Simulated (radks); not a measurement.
Species: Nb XXVI. Configuration: [Ne] 3s2 3p4. Method: non-relativistic Kohn-Sham, TPSS, spin-polarised, spherical densities, point nucleus; open shells are filled with parallel spins first (spin-orbit coupling, left out, can overturn this in heavy ions); meta-GGA in the generalised Kohn-Sham scheme; relativity is left out, which matters for an element this heavy; computed with a radial shooting solver on a logarithmic mesh with Libxc functionals. Some entries of the table are withheld. Estimate them.

| orbital | occ. | eigenvalue (hartree) | <r^2> (bohr^2) | r(max) (bohr) |
|---|---|---|---|---|
| 1s up | 1 | -717.7856 | 0.001851 | 0.02460 |
| 1s down | 1 | -717.6705 | 0.001850 | 0.02460 |
| 2s up | 1 | -134.0280 | 0.03038 | 0.1369 |
| 2s down | 1 | -133.9646 | 0.03034 | 0.1369 |
| 2p up | 3 | -126.7875 | 0.02313 | 0.1078 |
| 2p down | 3 | -126.6717 | 0.02313 | 0.1078 |
| 3s up | 1 | -49.22165 | 0.1816 | 0.3753 |
| 3s down | 1 | -48.82094 | 0.1825 | 0.3759 |
| 3p up | 3 | -46.61900 | (1) | 0.3584 |
| 3p down | 1 | -46.22065 | (2) | 0.3588 |

Answer. 
(1) 3p up <r^2> (bohr^2): 0.1712
(2) 3p down <r^2> (bohr^2): 0.1720
